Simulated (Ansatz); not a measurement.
Calculated with Ansatz (gas phase, PBE0-D4/def2-TZVP geometries, no zero-point term in ΔE). CBS: MP2 limit from def2 TZ/QZ plus the TZ coupled-cluster correction, frozen cores. This one scheme is used for every species. DFT in def2-TZVPP. One conformer a species, not always the lowest.

Consider the redistribution: `CO[SiH](C#N)OC` + `[OH][AlH][Cl]` → `CO[SiH](Cl)OC` + `N#[C][AlH][OH]`.

| level | ΔE (kJ/mol) |
| --- | --- |
| r2SCAN-D4 | 30.3 |
| HF/def2-QZVPP | 34.4 |

(1) What does CCSD(T)/CBS give? (An estimate is asked.)

Largest T1 diagnostic among the species: 0.014.

Results:

(1) Computed: +29.5 kJ/mol. The listed levels differ from it by 0.8, 4.9 kJ/mol.

In def2-TZVPP, CCSD(T) changes the Hartree–Fock value by −4.3 kJ/mol (the triples alone add −0.7 kJ/mol) and MP2 by −4.5 kJ/mol.
